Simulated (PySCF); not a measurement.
C₇H₁₁NO₂.
Atom-mapped SMILES: `[CH3:1][O:2][C@H:3]1[CH2:4][C:5]([CH3:6])=[C:7]1[C:8]([NH2:9])=[O:10]` (hydrogens: H11, H12, H13 on C1; H14 on C3; H15, H16 on C4; H17, H18, H19 on C6; H20, H21 on N9)

Cartesian coordinates in Å at the GFN2-xTB level; atoms count from 1:
```xyz
21
C7H11NO2 angstrom
C      2.601   -1.365   -0.412
O      1.232   -1.125   -0.629
C      0.629   -0.366    0.387
C      0.889    1.174    0.412
C     -0.602    1.316    0.231
C     -1.462    2.514    0.182
C     -0.821   -0.007    0.138
C     -1.995   -0.842   -0.136
N     -1.670   -2.130   -0.419
O     -3.141   -0.437   -0.098
H      3.174   -0.432   -0.388
H      2.944   -1.980   -1.242
H      2.760   -1.900    0.532
H      0.807   -0.838    1.366
H      1.470    1.523   -0.440
H      1.308    1.575    1.334
H     -2.495    2.214    0.029
H     -1.381    3.074    1.114
H     -1.147    3.172   -0.628
H     -2.399   -2.757   -0.718
H     -0.712   -2.367   -0.615
```

Computed at PBE0/pcSseg-1 (PySCF, non-relativistic), with Q(17O) = −0.0256 b, Q(14N) = 0.02044 b: O2, 17O (I = 5/2): χzz = 11.79 MHz, η = 0.992; N9, 14N (I = 1): χzz = -4.393 MHz, η = 0.084; O10, 17O (I = 5/2): χzz = 9.600 MHz, η = 0.081.

Task: Where would the pure quadrupole (NQR) lines of 17O at O2 fall for the rigid, isolated species?

Result: From the eigenvalues of H = χ/[4I(2I − 1)] × [3Iz² − I(I + 1) + η(Ix² − Iy²)], steps between neighbouring levels, labelled as for η = 0: ±1/2↔±3/2 3.104 MHz, ±3/2↔±5/2 3.123 MHz (ether oxygen).

Task: Find the zero-field quadrupole resonance frequencies of 14N at N9.

Result: From ν± = (3/4)|χ|(1 ± η/3) and ν0 = |χ|η/2: ν+ 3.387 MHz, ν− 3.202 MHz, ν0 0.185 MHz (amide nitrogen).

Task: Find the zero-field quadrupole resonance frequencies of 17O at O10.

Result: From the eigenvalues of H = χ/[4I(2I − 1)] × [3Iz² − I(I + 1) + η(Ix² − Iy²)], steps between neighbouring levels, labelled as for η = 0: ±1/2↔±3/2 1.450 MHz, ±3/2↔±5/2 2.876 MHz (amide oxygen).

In a crystal, neighbours and librations shift these lines. GFN2-xTB bond lengths can be off by several hundredths of an ångström, more for odd bonds, and the gradients follow them. The small basis limits the accuracy of the gradients.

The run behind these numbers computed NMR shieldings as well. The run took 45 s wall on an Arm Neoverse V2 with one thread, no GPU, on a shared host.

One conformer stands for the species.
